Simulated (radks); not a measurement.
Q: Rh6+, configuration [Kr] 4d3 (the NIST ground configuration). Calculated with a radial shooting solver on a logarithmic mesh with Libxc functionals: Dirac Kohn-Sham, LDA (Slater exchange, Perdew-Wang correlation), spin-unpolarised, spherical densities, finite nucleus; open shells fill j = l - 1/2 first; Fermi nuclear charge, rms radius 4.4945 fm.

Spin-orbit splittings of the eigenvalues, e(l+1/2) - e(l-1/2), with zeta = 2 splitting/(2l+1) and mean radii in bohr:

| shell | occ. | splitting (eV) | zeta (eV) | <r> j=l-1/2 | <r> j=l+1/2 |
|---|---|---|---|---|---|
| 2p | 6 | 144.4 | 96.25 | 0.1204 | 0.1252 |
| 3p | 6 | 24.91 | 16.61 | 0.3831 | 0.3939 |
| 3d | 10 | ? | ? | 0.3678 | 0.3713 |
| 4p | 6 | 4.420 | 2.947 | 1.008 | 1.032 |
| 4d | 3 | 0.6415 | 0.2566 | 1.206 | 1.215 |
| 5p | 0 | 1.060 | 0.7067 | 2.233 | 2.273 |

Estimate the 3d splitting.

A: 4.928 eV (zeta = 1.971 eV).
